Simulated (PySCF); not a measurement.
**Dipole moment and polarisability of Si(NCO)Cl3**

Si(NCO)Cl3, CCl3NOSi.
Cartesian coordinates in Å at the PBE0-D3(BJ)/def2-SVP level; atoms count from 1:
```xyz
7
CCl3NOSi angstrom
Si    -0.0034   -0.0158   -0.9494
N      0.0074    0.0355    0.7367
C      0.0372    0.0056    1.9361
O      0.0650   -0.0174    3.0976
Cl     1.9130   -0.0312   -1.6348
Cl    -0.9653    1.6224   -1.6798
Cl    -0.9620   -1.7011   -1.5751
```

Level: B3LYP/def2-SVPD (PySCF), static field, nuclei fixed, core orbitals frozen in the response. The polarisability tensor in these axes (au):

```
x    77.15   0.04   0.62
y     0.04  77.18  -0.49
z     0.62  -0.49 101.78
```

Task: Give the principal values, the mean and the anisotropy Δα = √{½[(α1 − α2)² + (α2 − α3)² + (α1 − α3)²]}.

Result: Principal values 77.09, 77.21 and 101.81 au; mean 85.37 au = 12.65 Å³ = 14.08 × 10⁻⁴⁰ C²·m²/J; Δα = 24.66 au (29 % of the mean).

Task: What is the dipole moment, and where does it point?

Result: (-0.02, 0.02, -0.49) D, 0.49 D in size, pointing from the negative to the positive side. Measured along this direction, the outermost atoms are O4 at the negative end and Cl6 at the positive end.

Task: Form Σ f/ω² (atomic units) for the 10 lowest TDDFT singlets, given as eV and f, and set it beside the mean polarisability, which is this sum over all singlets: 7.05, 0.0000; 7.15, 0.0001; 7.16, 0.0008; 7.27, 0.0039; 7.28, 0.0005; 7.28, 0.0045; 7.78, 0.0128; 7.79, 0.0122; 8.07, 0.0910; 8.07, 0.0198.

Result: They add up to 1.70 au, 2.0 % of the 85.37 au; the largest single term is 1.04 au, from the state at 8.07 eV. Terms in order: 0.00, 0.00, 0.01, 0.05, 0.01, 0.06, 0.16, 0.15, 1.04, 0.23 au. Higher excitations give the rest. The strengths listed sum to 0.146.

Task: Find the Langevin capture rate constant for H3+ (3.023 u) meeting this molecule (174.881 u), k = 2.342 × 10⁻⁹ cm³/s × √(α in Å³ / reduced mass in u).

Result: The reduced mass is 2.97 u, so k = 4.83 × 10⁻⁹ cm³/s. The formula leaves out the permanent dipole, which adds to the capture rate.

Task: Orientational against electronic polarisability at 400 K (dilute gas, rigid molecules)?

Result: In Gaussian units μ²/3kT = 1.48 Å³ against 12.65 Å³, a ratio of 0.12; the Debye molar polarisation (4π/3)N_A(α + μ²/3kT) is 35.6 cm³/mol, leaving out the vibrational part.

Task: What molar refraction does this α imply?

Result: Lorentz–Lorenz: R = (4π/3)N_A α = 2.5225 cm³/(mol·Å³) × 12.65 Å³ = 31.9 cm³/mol, in the limit of long wavelengths.

Task: What are the principal values of the traceless quadrupole moment, Θ = ½Σq(3rr − r²1), about the centre of nuclear charge?

Result: -7.46, 3.71, 3.75 D·Å. The values depend on the origin, since the dipole doesn't vanish. The electronic extent ⟨r²⟩ about the same centre is 1596 bohr², a root-mean-square distance of 2.28 Å for the 86 electrons.

Geometry: PBE0-D3(BJ)/def2-SVP; no solvent, vibrations or thermal averaging.
